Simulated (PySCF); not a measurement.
**Radial density of Pb⁺ (lead, charge +1)**

UHF, [Xe] 4f14 5d10 6s2 6p1, 2P determinant. Computed with PySCF 2.14 in aug-cc-pwCVTZ-PP with ECP60MDF (8s7p6d4f1g, 96 functions), with scalar relativity through the core potential. This is the valence pseudo-density: the core potential removes the inner electrons and smooths the orbitals near the nucleus.

```json
{"r (bohr)": "0.0194", "4πr²ρ (e/bohr)": "1.795e-05", "4πr²(ρα − ρβ)": "0.0000"}
{"r (bohr)": "0.0326", "4πr²ρ (e/bohr)": "3.525e-05", "4πr²(ρα − ρβ)": "0.0000"}
{"r (bohr)": "0.0549", "4πr²ρ (e/bohr)": "5.485e-05", "4πr²(ρα − ρβ)": "0.0000"}
{"r (bohr)": "0.0924", "4πr²ρ (e/bohr)": "0.0001792", "4πr²(ρα − ρβ)": "0.0000"}
{"r (bohr)": "0.155", "4πr²ρ (e/bohr)": "0.001751", "4πr²(ρα − ρβ)": "0.0000"}
{"r (bohr)": "0.261", "4πr²ρ (e/bohr)": "0.03669", "4πr²(ρα − ρβ)": "0.0001"}
{"r (bohr)": "0.439", "4πr²ρ (e/bohr)": "1.483", "4πr²(ρα − ρβ)": "0.0066"}
{"r (bohr)": "0.739", "4πr²ρ (e/bohr)": "16.72", "4πr²(ρα − ρβ)": "0.0518"}
{"r (bohr)": "1.24", "4πr²ρ (e/bohr)": "14.49", "4πr²(ρα − ρβ)": "-0.0404"}
{"r (bohr)": "2.09", "4πr²ρ (e/bohr)": "3.383", "4πr²(ρα − ρβ)": "0.3639"}
{"r (bohr)": "3.52", "4πr²ρ (e/bohr)": "0.5923", "4πr²(ρα − ρβ)": "0.2946"}
{"r (bohr)": "5.92", "4πr²ρ (e/bohr)": "0.02614", "4πr²(ρα − ρβ)": "0.0223"}
{"r (bohr)": "9.95", "4πr²ρ (e/bohr)": "5.460e-05", "4πr²(ρα − ρβ)": "0.0001"}
```

Energies and moments cover only the electrons outside the core potential. Spin-orbit coupling, absent here, splits the open shell strongly.

Q: Where is the radial spin density 4πr²(ρα − ρβ) most negative, and why is it negative at all?

A: Around r = 1.24 bohr, down to -0.0404 e/bohr: exchange with the open shell polarises the paired shells in an unrestricted calculation.
